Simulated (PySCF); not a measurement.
Functional dependence of a UV spectrum

Compound: C2H10Si2.
SMILES with atom numbers: `[CH3:1][CH2:2][SiH2:3][SiH3:4]` (hydrogens: H5, H6, H7 on C1; H8, H9 on C2; H10, H11 on Si3; H12, H13, H14 on Si4)

Linear-response calculations in the def2-SVPD basis (PySCF; singlets by full response, triplets Tamm–Dancoff, core orbitals frozen in the response; HF means time-dependent Hartree–Fock). 'Strongest' is the level of largest summed f among the singlets computed (10 roots, of which the last may lack a degenerate partner); it can jump between rows when another state enters that window. S1 is the lowest singlet of each run and needn't be the same state throughout; f(S1) is that of one state. The structure is a single PBE0-D3(BJ)/def2-SVP conformer in the gas phase; no vibrational or solvent corrections.

```
functional                               kind  S1 (eV)  f(S1)  strongest (eV)  T1 (eV)  HOMO (eV)  gap (eV)  ionisation energy, ΔSCF (eV)
       LDA                                LDA     6.35  0.019            7.06     5.85      -6.89      6.07                          9.69
       PBE                                GGA     6.44  0.020            7.15     5.82      -6.83      6.18                          9.59
     B3LYP  global hybrid, 20% exact exchange     6.82  0.028            7.56     6.15      -7.76      7.68                          9.85
      PBE0  global hybrid, 25% exact exchange     6.94  0.033            7.72     6.11      -7.95      8.08                          9.85
 BHandHLYP  global hybrid, 50% exact exchange     7.27  0.041            8.14     6.42      -8.98      9.84                          9.96
 CAM-B3LYP             range-separated hybrid     7.12  0.035            7.93     6.33      -9.23     10.24                         10.00
   wB97X-D             range-separated hybrid     7.18  0.037            8.05     6.40      -9.76     11.57                          9.96
   LC-wPBE             range-separated hybrid     7.41  0.040            8.45     6.39     -10.54     12.62                         10.12
        HF                       Hartree–Fock     7.80  0.058            8.78     6.56     -10.59     13.09                   not settled
```

S1 runs from 6.35 eV (LDA) to 7.80 eV (HF), a spread of 1.44 eV, while the orbital gap spreads over 7.0 eV. Along PBE (0%), B3LYP (20%), PBE0 (25%), BHandHLYP (50%), HF (100%) S1 rises with the share of exact exchange. −ε(HOMO) comes closest to its own ΔSCF ionisation energy with wB97X-D (-0.20 eV) and misses most with LDA (-2.79 eV). 'Not settled' means that the ion's SCF failed to converge or may have ended in another state than the lowest.

Without π bonds the low states are Rydberg-like; a valence basis with one diffuse set may place them up to an eV too high.
